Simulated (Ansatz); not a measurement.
Reaction (formal exchange of groups at the Se–Sb bond): `[CH3][SbH][SeH]` + `FC[SiH3]` → `FC[SiH2][SeH]` + `[CH3][SbH2]`

Program: Ansatz. Geometries: PBE0-D4/def2-TZVP. ΔE: electronic, gas phase. CCSD(T)/CBS is the MP2 limit (def2-TZVPP, def2-QZVPP) plus CCSD(T) − MP2 in def2-TZVPP, frozen cores. DFT in def2-TZVPP. def2 core potentials past Kr. For Sb, Se outer-core shells are correlated without core-valence functions, which leaves a few kJ/mol of doubt a bond. Scalar relativity is left out up to krypton. Each species was taken in one conformer, which may not be the lowest.

`[CH3][SbH][SeH]`:

```xyz
8

C     0.127   -0.972    0.823
Sb    0.620    1.027    0.179
Se   -0.714    0.974   -2.009
H     0.716   -1.679    0.239
H    -0.933   -1.169    0.675
H     0.378   -1.077    1.880
H    -0.688    1.726    1.033
H     0.494    1.171   -2.820
```

`FC[SiH3]`:

```xyz
8

F     1.728   -0.377    0.785
C     0.351   -0.209    0.883
Si   -0.386    0.201   -0.814
H     0.155    0.593    1.603
H    -0.078   -1.131    1.288
H    -1.855    0.369   -0.644
H    -0.118   -0.906   -1.766
H     0.203    1.461   -1.334
```

`FC[SiH2][SeH]`:

```xyz
9

F     0.652    0.260    1.988
C     0.241    0.878    0.818
Si    0.375   -0.297   -0.661
Se   -0.950   -2.135   -0.465
H     0.874    1.759    0.653
H    -0.788    1.228    0.954
H     1.757   -0.825   -0.762
H     0.022    0.490   -1.872
H    -2.183   -1.358   -0.652
```

`[CH3][SbH2]`:

Cartesian coordinates in Å:
```
C 0.428 -0.741 0.174
Sb 0.145 1.285 -0.525
H 0.786 -1.350 -0.656
H 1.183 -0.737 0.960
H -0.502 -1.154 0.559
H -0.740 1.771 0.856
H -1.299 0.926 -1.369
```

| species | PBE-D4 energy (Eh) |
| --- | --- |
| `[CH3][SbH][SeH]` | -2682.53734 |
| `FC[SiH3]` | -430.19137 |
| `FC[SiH2][SeH]` | -2831.42749 |
| `[CH3][SbH2]` | -281.29700 |

Work out ΔE.

ΔE = (-2831.42749) + (-281.29700) − (-2682.53734) − (-430.19137) = 0.00422 Eh = +2.6 kcal/mol. CCSD(T)/CBS gives +3.3 kcal/mol.

What do rigid-rotor, harmonic-oscillator terms from PBE0-D4/def2-TZVP frequencies (298.15 K, 1 bar) make of the CCSD(T)/CBS value? (Best estimate.)

The calculation gave: ΔZPE = -0.5 kcal/mol, ΔH = +2.7 kcal/mol, ΔS = -3 J/(mol·K), ΔG = +2.9 kcal/mol.

Largest T1 diagnostic among the species: 0.013.

In def2-TZVPP, CCSD(T) changes the Hartree–Fock value by −1.6 kcal/mol (the triples alone add +0.1 kcal/mol) and MP2 by −0.9 kcal/mol. At CCSD(T), def2-SVP lies −1.0 kcal/mol from the extrapolated value and def2-TZVPP −1.8 kcal/mol.
